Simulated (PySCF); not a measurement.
Ti⁻ (titanium, charge -1) across methods

[Ar] 3d3 4s2, high-spin 4F determinant. All numbers are calculated (PySCF 2.14, scalar relativity by spin-free X2C-1e, in aug-cc-pVDZ-DK).

```csv
method,E (hartree),mean ε 4s α (eV),mean ε 4s β (eV),mean ε 3d α (eV),Σ⟨r²⟩ (bohr²),⟨S²⟩
MN15,-854.089,-0.448,-0.193,0.217,91.41,3.760
PW91,-853.773,0.281,0.926,1.883,88.07,3.779
r2SCAN,-853.696,0.063,0.870,1.625,91.95,3.892
UHF,-852.71082,-1.776,0.180,-3.434,119.2,4.140
B3LYP,-853.754,0.112,0.602,1.234,87.09,3.773
PBE0,-853.529,-0.074,0.592,0.914,87.54,3.790
PBE,-853.510,0.307,0.919,1.907,88.54,3.776
r2SCAN0,-853.675,-0.347,0.555,0.545,92.14,3.898
```

Q: Estimate the same row for LDA.

A: E (hartree) = -851.643; mean ε 4s α (eV) = 0.184; mean ε 4s β (eV) = 0.826; mean ε 3d α (eV) = 1.893; Σ⟨r²⟩ (bohr²) = 87.43; ⟨S²⟩ = 3.780.

At MN15 the highest occupied level has a positive energy, so only the finite basis holds that electron; in a semilocal or global hybrid functional this comes from self-interaction and does not mean that the real anion is unbound.

The highest occupied level is positive at MN15, PW91, r2SCAN, UHF, B3LYP, PBE0, LDA, PBE, r2SCAN0: only the finite basis holds that electron, at UHF too, so the state is unbound at these levels.
